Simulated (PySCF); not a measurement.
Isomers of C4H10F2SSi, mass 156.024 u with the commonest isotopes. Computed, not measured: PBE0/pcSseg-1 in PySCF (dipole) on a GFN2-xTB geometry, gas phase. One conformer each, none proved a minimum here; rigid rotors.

Question: Order these by rotational constant C, smallest first.
A. `[CH3:1][CH2:2][S:3][CH2:4][CH2:5][SiH:6]([F:7])[F:8]` with C1–C2–S3–C4 -71°, C2–S3–C4–C5 100°, S3–C4–C5–Si6 -174°, C4–C5–Si6–F7 51°
B. `[CH3:1][S:2][C@@:3]([CH3:4])([SiH3:5])[CH:6]([F:7])[F:8]` with C1–S2–C3–C4 -71°, S2–C3–C6–F7 -72°
C. `[F:1][CH:2]([F:3])[CH2:4][CH2:5][S:6][CH2:7][SiH3:8]` with F1–C2–C4–C5 -73°, C2–C4–C5–S6 -63°, C4–C5–S6–C7 -69°, C5–S6–C7–Si8 -61°

Answer: A (547.5 MHz), C (559.1 MHz), B (984.3 MHz).

Question: Order these by rotational constant A, largest first.
A. `[CH3:1][CH2:2][S:3][CH2:4][CH2:5][SiH:6]([F:7])[F:8]` with C1–C2–S3–C4 -71°, C2–S3–C4–C5 100°, S3–C4–C5–Si6 -174°, C4–C5–Si6–F7 51°
B. `[F:1][CH:2]([F:3])[CH2:4][CH2:5][S:6][CH2:7][SiH3:8]` with F1–C2–C4–C5 -73°, C2–C4–C5–S6 -63°, C4–C5–S6–C7 -69°, C5–S6–C7–Si8 -61°
C. `[CH3:1][S:2][C@@:3]([CH3:4])([SiH3:5])[CH:6]([F:7])[F:8]` with C1–S2–C3–C4 -71°, S2–C3–C6–F7 -72°

Answer: B (2771 MHz), A (2583 MHz), C (1870 MHz).

Question: Order these by rotational constant B, largest first.
A. `[CH3:1][CH2:2][S:3][CH2:4][CH2:5][SiH:6]([F:7])[F:8]` with C1–C2–S3–C4 -71°, C2–S3–C4–C5 100°, S3–C4–C5–Si6 -174°, C4–C5–Si6–F7 51°
B. `[F:1][CH:2]([F:3])[CH2:4][CH2:5][S:6][CH2:7][SiH3:8]` with F1–C2–C4–C5 -73°, C2–C4–C5–S6 -63°, C4–C5–S6–C7 -69°, C5–S6–C7–Si8 -61°
C. `[CH3:1][S:2][C@@:3]([CH3:4])([SiH3:5])[CH:6]([F:7])[F:8]` with C1–S2–C3–C4 -71°, S2–C3–C6–F7 -72°

Answer: C (1067 MHz), A (616.5 MHz), B (586.3 MHz).

```json
{"SMILES": "CCSCC[SiH](F)F", "point group": "C1", "Ia (u·Å²)": "195.69", "Ib (u·Å²)": "819.78", "Ic (u·Å²)": "923.02", "κ": "-0.93", "μa (D)": "0.93", "μb (D)": "1.39", "μc (D)": "1.40"}
{"SMILES": "FC(F)CCSC[SiH3]", "point group": "C1", "Ia (u·Å²)": "182.39", "Ib (u·Å²)": "861.94", "Ic (u·Å²)": "903.87", "κ": "-0.98", "μa (D)": "2.48", "μb (D)": "1.01", "μc (D)": "0.43"}
{"SMILES": "CS[C@@](C)([SiH3])C(F)F", "point group": "C1", "Ia (u·Å²)": "270.26", "Ib (u·Å²)": "473.51", "Ic (u·Å²)": "513.45", "κ": "-0.81", "μa (D)": "2.03", "μb (D)": "0.88", "μc (D)": "1.52"}
```
